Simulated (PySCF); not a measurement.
C6H6O.
SMILES with atom numbers: `[CH:1]#[C:2][C:3](=[O:4])[CH:5]1[CH2:6][CH2:7]1` (hydrogens: H8 on C1; H9 on C5; H10, H11 on C6; H12, H13 on C7)

The geometry is computed with GFN2-xTB (gas phase).

Question: What internal coordinates does the optimisation give?

Answer: 
```json
{"bond": "C1≡C2", "length (Å)": "1.201", "order": "triple"}
{"bond": "C2–C3", "length (Å)": "1.444", "order": "single"}
{"bond": "C3=O4", "length (Å)": "1.211", "order": "double"}
{"bond": "C3–C5", "length (Å)": "1.480", "order": "single"}
{"bond": "C5–C6, C5–C7", "length (Å)": "1.511", "order": "single"}
{"bond": "C6–C7", "length (Å)": "1.485", "order": "single"}
{"bond": "C1–H8", "length (Å)": "1.051", "order": "single"}
{"bond": "C5–H9", "length (Å)": "1.083", "order": "single"}
{"bond": "C6–H10, C7–H12", "length (Å)": "1.080", "order": "single"}
{"bond": "C6–H11, C7–H13", "length (Å)": "1.079", "order": "single"}
```

Bonds in one row agree within 0.01 Å and their mean is given. Orders are formal, as drawn. A selection of angles:
```json
{"angle": "C2–C1–H8", "degrees": "179.1"}
{"angle": "C1–C2–C3", "degrees": "177.2"}
{"angle": "C2–C3–O4", "degrees": "121.9"}
{"angle": "C2–C3–C5", "degrees": "114.7"}
{"angle": "O4–C3–C5", "degrees": "123.4"}
{"angle": "C3–C5–C6", "degrees": "119.8"}
{"angle": "C3–C5–H9", "degrees": "112.7"}
{"angle": "C6–C5–C7", "degrees": "58.9"}
{"angle": "C6–C5–H9", "degrees": "117.8"}
{"angle": "C5–C6–C7", "degrees": "60.6"}
{"angle": "C5–C6–H10", "degrees": "117.4"}
{"angle": "C5–C6–H11", "degrees": "117.1"}
{"angle": "C7–C6–H10", "degrees": "118.2"}
{"angle": "C7–C6–H11", "degrees": "119.0"}
{"angle": "H10–C6–H11", "degrees": "114.2"}
```

Torsions: C2–C3–C5–C6 34° (synclinal); C3–C5–C6–C7 -109° (anticlinal); C3–C5–C7–C6 109° (anticlinal).

The 3-membered ring C5–C6–C7 has internal angles of 58.9° to 60.6°. The C–C distances run from 1.201 Å (C1≡C2, drawn triple) to 1.511 Å (C5–C6, drawn single), a spread of 0.310 Å. Of the pairs four or more bonds apart, C2···H10 is among the closest relative to their van der Waals radii: 2.63 Å, 91 % of the sum of Bondi's values.

Point group: Cs (tolerance 0.08 Å). GFN2-xTB frequencies: not computed here. The numbers are those of one conformer.
